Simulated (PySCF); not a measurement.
# Structure from NMR data

Molecular formula: C₆H₈O. Simulated spectra:

1H NMR (400 MHz, computed): δ 5.41 (s, 2H), 4.38 (s, 2H), 2.30 (s, 3H), 0.34 (br s, 1H).

13C{1H} NMR (computed): δ 182.8 (C), 174.1 (C), 133.2 (C), 96.8 (CH2), 72.3 (CH2), 23.3 (CH3).

[PySCF 2.14: GFN2-xTB structure; shielding tensors at PBE0/pcSseg-1 (GIAO); gas phase; no relativistic terms; a single conformation; averaged over atoms made equivalent by symmetry, fast rotation or ring inversion]

References, each an isolated molecule treated in the same way: 1H and 13C vs TMS.

Task: Which candidate is it?
A. C=C=C(C=C)CO
B. C=C=C=C(C)CO
C. O=C/C=C\C1CC1

Result: B. 

The formula gives 3 degrees of unsaturation (no ring in the answer). 6 carbon signals for 6 carbons: no two carbons are equivalent. Carbon types of the structure: 3 × C, 2 × CH2, 1 × CH3, leaving 1 H on heteroatoms. δC 182.8, 174.1: central carbon of an allene. δC 133.2, 96.8: terminal carbon of a cumulated C=C=C unit. δC 72.3: allylic sp3 CH2 bonded to O; the inductive effect lowers its shielding. δH 2.30: hydrogen on an allylic methyl carbon; allylic position. δH 0.34: hydrogen on an alcohol oxygen; exchangeable; this is the value without hydrogen bonding to other molecules.

The others: C=C=C(C=C)CO would give 5 signals for carbon-bound and other non-exchanging H, not 3; O=C/C=C\C1CC1 would give 5 carbon signals, not 6.

Exchangeable OH/NH protons stand at their gas-phase positions; hydrogen bonding in a real sample shifts them, mostly to higher δ. Shifts are as computed. Against solution values, carbons near 30 ppm lie about +3 ppm off and those near 130 ppm about +5 ppm. Of 1313 compounds with measured shifts, 239 miss one by over three times the rms of a fit or turn the order of signals round; such compounds aren't used in these exercises. No couplings were computed; multiplicities are counted from neighbouring protons, with m where these are inequivalent, close in shift, in a saturated or five-membered ring or joined by F or P, and br s for small geminal =CH2 splittings.
